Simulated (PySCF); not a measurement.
Input of a run (PBE0-D3(BJ)/def2-SVP geometry optimisation, gas phase, def2 core potentials past Kr (PySCF 2.14.0)), started from GFN2-xTB:
```
{"job": {"xc": "PBE0", "basis": "def2-SVP", "d3": "d3bj", "grid": 1, "maxiter": 30, "shake": 0.03, "kind": "geom"}, "charge": 0, "multiplicity": 1}
Au    -0.083920     1.192890     0.012750
Cl     2.033320     0.454130    -0.288940
Cl     0.052550     3.492860    -0.142660
Cl    -2.280940     1.551530     0.267000
P      0.060360    -1.104380    -0.000590
F      0.916880    -1.814260     1.098630
F      0.588490    -1.843320    -1.247280
F     -1.148510    -2.015100     0.217390
```

Output (energies in Eh, forces in Eh/bohr):
```
step   0  E = -2155.69348419  max force = 0.045912
step   1  E = -2155.70332333  max force = 0.031088
step   2  E = -2155.70951626  max force = 0.013300
step   3  E = -2155.71103387  max force = 0.002734
step   4  E = -2155.71121248  max force = 0.002454
step   5  E = -2155.71128723  max force = 0.001443
step   6  E = -2155.71130711  max force = 0.000389
step   7  E = -2155.71131481  max force = 0.000658
step   8  E = -2155.71131405  max force = 0.002311
step   9  E = -2155.71131577  max force = 0.002748
step  10  E = -2155.71133192  max force = 0.001849
step  11  E = -2155.71134339  max force = 0.000551
step  12  E = -2155.71134724  max force = 0.000206
optimisation converged
```

**Question.** Summarise the run.

**Answer.** The energy falls by 0.486 eV over 13 energy and gradient evaluations, the largest force component goes from 0.0459 to 2.1e-04 Eh/bohr, and the atoms move by 0.224 Å rms after alignment. The bond that changes most is Au1–Cl2 (ends: gold bonded to 3 Cl and P; chlorine bonded to Au), which lengthens by 0.063 Å. Bonds longer at the end by more than 0.005 Å: 4 of 7; shorter: 3. Among the angles that change most is Cl2–Au1–P5, from 67.3° to 82.3°. The energy never rose by more than 1e-6 Eh on the way. The first step brought 55 % of the lowering.

**Question.** What are the final bond lengths?

**Answer.** Au1–Cl2 2.326 Å, Au1–Cl3 2.276 Å, Au1–Cl4 2.301 Å, Au1–P5 2.285 Å, P5–F6 1.557 Å, P5–F7 1.558 Å, P5–F8 1.559 Å. Numbering counts from 1 in the input's order; the species is `F[P](F)(F)->[Au]([Cl])([Cl])[Cl]` (AuCl3(PF3)).

The run used 146 basis functions and 94 SCF cycles in all. The run took 3.5 min on an Arm Neoverse V1 with one thread, no GPU, shared host with 32 logical CPUs at a one-minute load of 23, and the process peaked at 0.63 GiB of memory.

Stationary, but not proved a minimum.
